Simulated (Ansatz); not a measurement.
Reactions of `COC1=NC1`.

Isolated molecules relaxed with PBE0-D4/def2-TZVP in Ansatz; ΔE leaves out vibrations. CBS: MP2 limit from def2 TZ/QZ plus the TZ coupled-cluster correction, frozen cores. This one scheme is used for every species, atoms too. No spin–orbit coupling; open shells (•) take unrestricted orbitals. Spin–orbit coupling would lower the free atoms: a little for C, O. Bonds to Br are less sure, by a few kJ/mol each and by 10 to 20 or more in all where they break to atoms, as the def2 sets lack core-valence functions. Scalar relativity is left out up to krypton. Each species was taken in one conformer, which may not be the lowest.

(1) Order these by ΔE at CCSD(T)/CBS, lowest first. (An estimate is asked.)
A. `COC1=NC1` → `NC1=C(O)C1`
B. `COC1=NC1` + H₂O → `OC1=NC1` + CH₃OH
C. `COC1=NC1` + `N=CBr` → `C/N=C\Br` + `OC1=NC1`
D. `COC1=NC1` → 3 C• + 5 H• + N• + O•
E. `COC1=NC1` → `OC1=NCC1`
F. `COC1=NC1` → `[CH2]` (triplet) + `OC1=NC1`
G. `COC1=NC1` + `OC(O)Cl` → `COC(O)Cl` + `OC1=NC1`
H. `COC1=NC1` → `NC1=COC1`

Largest T1 diagnostic: 0.013, for `OC1=NC1`.

Results:

(1) E (-1.33 eV), C (-0.38 eV), H (-0.23 eV), G (+0.03 eV), B (+0.23 eV), A (+0.37 eV), F (+4.11 eV), D (+41.66 eV).
